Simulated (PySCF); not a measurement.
## How the method changes the constants of CdSi⁺

State: ²Π (doublet), unpaired electrons π ↑. Set-up: PySCF, scalar-relativistic core potentials, basis sets Cd def2-SVP with ECP28, Si def2-SVP. De refers to Cd + Si⁺ in their high-spin ground configurations, without counterpoise correction. The functionals are run spin-unrestricted. A positive dipole points towards Si; it is taken about the centre of mass and depends on that origin. Levels whose curve was spin-contaminated or gave no clean fit are not listed.

```tsv
Level	Re (Å)	ωe (cm⁻¹)	De (eV)	μ (D)
UHF-CCSD	2.711	220	1.45	n/a
PBE	2.689	209	1.89	2.54
BP86	2.693	207	1.81	2.66
r²SCAN	2.659	220	1.94	2.09
PBE0	2.684	217	1.86	2.07
M06-2X	2.754	197	1.63	2.44
B2PLYP	2.710	209	1.57	2.07
```

Q: What does the step from GGA to meta-GGA do here, going from PBE to r²SCAN?

A: r²SCAN less PBE: -3.0 pm in Re, +5.3 % in ωe, +0.05 eV in De. 

Correlated steps freeze 5 core orbitals. Correlated levels converge slowly with the basis: in double zeta they bind strong bonds too weakly, by up to about 1 eV, and carry superposition errors of some tenths. Spin–orbit coupling is left out. For an ion De counts to the pair picked by the measured ionisation energies or electron affinities, which need not be the lowest pair at this level. B2PLYP dipoles, levels and charges come from its SCF part alone. The state is the lowest determinant that a PBE0 search found; another state may lie lower at other levels.

The whole job (state search and all levels along the bond) took about 3.3 min on 1 thread of Arm Neoverse V1 (shared host), peak memory 0.56 GiB.
